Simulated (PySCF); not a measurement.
Gas-phase reaction: 2 TiCl₄.H₂O + 2 O = 2 TiCl₃OH + H₂O₂ + 2 Cl, at 1000 K and a standard pressure of 1 bar. Level: ωB97M-V/def2-TZVP†.

Method: PySCF energies plus ideal-gas RRHO corrections (1 bar). S°(298 K) at PBE0/def2-TZVP differs from the NASA 1993 table for H₂O₂ (-8 J/mol/K); whether the harmonic model or the table's entry is off was not settled. † marks an energy on the PBE0/def2-TZVP geometry and frequencies. Open shells (unrestricted): O (multiplicity 3, electronic degeneracy 9), Cl (multiplicity 2, electronic degeneracy 6); the rest are closed-shell singlets. Spin-orbit splitting is ignored; it lowers the true energy and changes the entropy of O, Cl. No R ln 2 is added for the mirror-image form of H₂O₂. Adducts (TiCl₄.H₂O) have no counterpoise correction, and HF, PBE, BLYP, B3LYP and PBE0 lack dispersion. TiCl₄.H₂O, TiCl₃OH: computed as isolated molecules; such fragments, hydroxides, amides, oligomers or adducts are transient or little studied in the gas. The harmonic model lacks anharmonicity and excited electronic states, which grow with temperature; levels with a mode under 35 cm⁻¹ are left out. Internal rotation in H₂O₂ is treated as a harmonic vibration of one conformer, which makes the entropy rough. Soft modes under 120 cm⁻¹ make the harmonic entropy rough for TiCl₄.H₂O, TiCl₃OH.

```json
[
 {"species": "TiCl₄.H₂O", "E (Ha)": "-2766.88985", "H(1000 K) − E (kJ/mol)": "218.3", "S°(1000 K) (J/mol/K)": "610.6"},
 {"species": "O", "E (Ha)": "-75.07718", "H(1000 K) − E (kJ/mol)": "20.8", "S°(1000 K) (J/mol/K)": "186.9"},
 {"species": "TiCl₃OH", "E (Ha)": "-2306.08040", "H(1000 K) − E (kJ/mol)": "150.6", "S°(1000 K) (J/mol/K)": "527.5"},
 {"species": "H₂O₂", "E (Ha)": "-151.56765", "H(1000 K) − E (kJ/mol)": "119.4", "S°(1000 K) (J/mol/K)": "289.4"},
 {"species": "Cl", "E (Ha)": "-460.12517", "H(1000 K) − E (kJ/mol)": "20.8", "S°(1000 K) (J/mol/K)": "193.4"}
]
```
E: electronic energy; H − E holds the zero-point and thermal terms. 1 Ha = 2625.5 kJ/mol.

**Question.** Work out ΔH°, ΔS°, ΔG° and log10 K from these numbers.

**Answer.** 1. ΔE = 2×(-2306.08040) + 1×(-151.56765) + 2×(-460.12517) − 2×(-2766.88985) − 2×(-75.07718) = -0.04473 Ha = -117.4 kJ.
2. Δ(H − E) = 2×(150.6) + 1×(119.4) + 2×(20.8) − 2×(218.3) − 2×(20.8) = -16.0 kJ, so ΔH° = -133.4 kJ.
3. ΔS° = 2×(527.5) + 1×(289.4) + 2×(193.4) − 2×(610.6) − 2×(186.9) = 136.2 J/K; the number of gas molecules changes by +1.
4. ΔG° = ΔH° − TΔS° = -133.4 − 1000×(136.2)/1000 = -269.6 kJ.
5. log10 K = −ΔG°/(RT ln 10) = 14.09, with RT ln 10 = 19.14 kJ/mol; at standard pressures the products are favoured.
6. A shift of 10 kJ in ΔE would move log10 K by 0.52 here.
For scale, ΔH°(298 K) is -121 kJ at this level, -140 kJ at ωB97X-V/def2-TZVP†, and runs from -767 to 128 kJ over the 19 levels computed.
